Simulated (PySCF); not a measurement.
## A small calculation by hand: entropy of an ideal gas

CCl3, SMILES Cl[C+](Cl)Cl, charge +1.

The structure is a stationary point at r2SCAN-D4/def2-SVP.

r2SCAN-D4/def2-SVP in PySCF gives the harmonic wavenumbers 318, 319, 525, 548, 1048, 1048 cm⁻¹ and the rotational temperatures 0.1664, 0.1664, 0.0832 K. The molar mass is 118.36 g/mol, the symmetry number 6, the spin multiplicity 1.

### Question
Work out the entropy at 298.15 K and 1 atm in the rigid-rotor, harmonic-oscillator model.

### Answer

Translation (Sackur–Tetrode at 1 atm): S = R[1.5 ln M + 2.5 ln T − 1.16487] = 168.3 J/(mol K).
Rotation: q = (√π/σ) T^1.5/√(θA θB θC) = 31700, S = R[ln q + 3/2] = 98.6 J/(mol K).
Vibration: with u = 1.4388 ν/T, each mode gives R[u/(e^u − 1) − ln(1 − e^−u)]:
```json
[
 {"ν (cm⁻¹)": "318", "modes": "1", "u": "1.53", "S (J/(mol K))": "5.52"},
 {"ν (cm⁻¹)": "319", "modes": "1", "u": "1.54", "S (J/(mol K))": "5.50"},
 {"ν (cm⁻¹)": "525", "modes": "1", "u": "2.53", "S (J/(mol K))": "2.50"},
 {"ν (cm⁻¹)": "548", "modes": "1", "u": "2.64", "S (J/(mol K))": "2.29"},
 {"ν (cm⁻¹)": "1048", "modes": "2", "u": "5.06", "S (J/(mol K))": "0.64"}
]
```
These are all the modes. Sum 16.5 J/(mol K).
Spin: R ln 1 = 0.0 J/(mol K).
Total 283.4 J/(mol K); the program's own thermochemistry gives 283.4. Translation makes up 59 % and vibration 6 %. Anharmonicity, hindered rotation and orbital degeneracy are left out.
